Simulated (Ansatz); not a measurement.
CH₅Si (SMILES C[SiH2]), doublet, at a GFN2-xTB geometry; PBE0/cc-pVQZ in Ansatz (a quantum-chemistry and plane-wave program).

Here is a job for Ansatz.
Ansatz 0.2 input:
```yaml
crystal:
  periodic: [false, false, false]
  atoms:
    - {symbol: C, position_ang: [-0.00961888, 0.08558394, -1.20792711]}
    - {symbol: Si, position_ang: [0.00693370, 0.02337297, 0.68442733]}
    - {symbol: H, position_ang: [-0.03432110, -0.91899655, -1.62856536]}
    - {symbol: H, position_ang: [-0.87992760, 0.61839322, -1.58117006]}
    - {symbol: H, position_ang: [0.87474746, 0.58217174, -1.59770913]}
    - {symbol: H, position_ang: [-1.21559465, -0.53605201, 1.24797082]}
    - {symbol: H, position_ang: [1.21573735, -0.58624162, 1.22505378]}
basis:
  gaussian:
    orbitals: cc-pVQZ
hamiltonian:
  xc: pbe0
magnetization: {spin_polarized: true, initial_magnetization: 1}
```

Problem. Write the output that Ansatz gives for this input, abridged.

Solution. 
```
Functional definition: PBE0
822 factors; their error is unknown
mean field evaluation 1: about -8985.5346 eV, gradient 3.4e1 eV
mean field evaluation 2: about -8983.0508 eV, gradient 3.8e1 eV
mean field evaluation 4: about -8990.8839 eV, gradient 4.7e-1 eV
mean field evaluation 8: about -8990.9357 eV, gradient 9.6e-3 eV
mean field -8990.93574700 eV, -330.4107944270 hartree, gradient 4.2e-5 eV, S^2 0.753034; 0 other end points of the search recorded, 0 dependent functions left out
reference -8990.93578199 eV, -330.4107957128 hartree; 13, 12 occupied and 251, 252 virtual orbitals, 822 factors
Total energy: -8990.93578199 eV, -330.4107957128 hartree
```
